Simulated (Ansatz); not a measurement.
A search over several starts for the lowest SCF solution of W4 at the given spin, in a small basis.

```yaml
crystal:
  periodic: [false, false, false]
  atoms:
    - {symbol: W, position_ang: [2.780112, 1.331798, -0.568932]}
    - {symbol: W, position_ang: [-0.007952, -0.041107, -0.097715]}
    - {symbol: W, position_ang: [0.734733, 2.146255, 0.183726]}
    - {symbol: W, position_ang: [2.151908, -0.604346, 0.558921]}
basis:
  gaussian: {orbitals: def2-SVP, initial_orbitals: start.molden}
magnetization: {spin_polarized: true, initial_magnetization: 2}
hamiltonian: {xc: pbe0, dispersion: d4}
output: {orbitals: {seedname: orbitals}}
```

The file start.molden holds the orbitals of an earlier run on this structure, at another level or in another basis.

```sh
$ ansatz run in.yaml --threads 4 --pin off --events-out ev --progress --plain --max-ram 3916MiB
```

Shortened log:

```
Functional definition: PBE0
  name "PBE0"
  cite "Adamo & Barone, J. Chem. Phys. 110, 6158 (1999) doi:10.1063/1.478522"
  cite "Perdew, Burke & Ernzerhof, Phys. Rev. Lett. 77, 3865 (1996) doi:10.1103/PhysRevLett.77.3865"
  parent pbe
  parameter a = 0.25
  parameter kappa = 0.804
  parameter beta = 0.06672455060314922
  exchange = (1 - a)*pbe_x(kappa = kappa, mu = beta*pi^2/3) + a*exact_x
  correlation = pbe_c(beta = beta)
1388 factors; their error is unknown
mean field evaluation 1: about -7294.3529 eV, gradient 1.5e-1 eV
mean field evaluation 2: about -7294.5710 eV, gradient 1.8e-3 eV
mean field evaluation 4: about -7294.5710 eV, gradient 2.6e-5 eV
mean field evaluation 8: about -7282.8081 eV, gradient 5.1e1 eV
mean field evaluation 16: about -7293.9537 eV, gradient 3.9e-1 eV
mean field evaluation 32: about -7294.1800 eV, gradient 3.8e-3 eV
mean field evaluation 64: about -7294.1902 eV, gradient 1.6e0 eV
mean field evaluation 96: about -7205.9182 eV, gradient 1.0e3 eV
mean field evaluation 128: about -7200.1799 eV, gradient 9.0e2 eV
mean field evaluation 160: about -7196.7431 eV, gradient 9.0e2 eV
mean field evaluation 192: about -7194.1205 eV, gradient 8.0e2 eV
mean field evaluation 224: about -7200.1562 eV, gradient 9.0e2 eV
mean field evaluation 256: about -7200.7035 eV, gradient 9.5e2 eV
mean field evaluation 288: about -7191.5632 eV, gradient 8.0e2 eV
mean field evaluation 320: about -7265.6138 eV, gradient 7.2e1 eV
mean field evaluation 352: about -7291.9103 eV, gradient 1.7e1 eV
mean field evaluation 384: about -7294.3482 eV, gradient 2.0e-1 eV
mean field evaluation 416: about -7286.1929 eV, gradient 4.2e1 eV
mean field evaluation 448: about -7294.5697 eV, gradient 4.1e-5 eV
mean field evaluation 480: about -7293.8379 eV, gradient 6.5e0 eV
mean field -7294.57103238 eV, -268.0705410020 hartree, gradient 2.4e-5 eV, S^2 3.380092; 16 other end points of the search recorded, 0 dependent functions left out
reference -7294.57105963 eV, -268.0705420037 hartree; 29, 27 occupied and 99, 101 virtual orbitals, 1388 factors
Total energy: -7294.79184891 eV, -268.0786558598 hartree
```

Hardware: 4 threads of Arm Neoverse V2 on a shared host. Wall time 78 s, peak host memory 0.71 GiB.

Other converged states that the search met: 0.39 eV higher (⟨S²⟩ = 2.28).

In the def2 sets W takes a core potential; there is no spin–orbit coupling. The charge 0 triplet is spin-contaminated (final ⟨S²⟩ up to 3.38, 2.00 for a pure state). The geometry of the triplet was relaxed on an unsound state (⟨S²⟩ 3.38, where a pure state has 2.00). At PBE0-D4/def2-TZVP a broken-symmetry singlet of charge 0 lies 0.39 eV below the triplet, each at its own geometry. Another isomer (singlet) lies 0.08 eV lower at PBE0-D4/def2-TZVP.
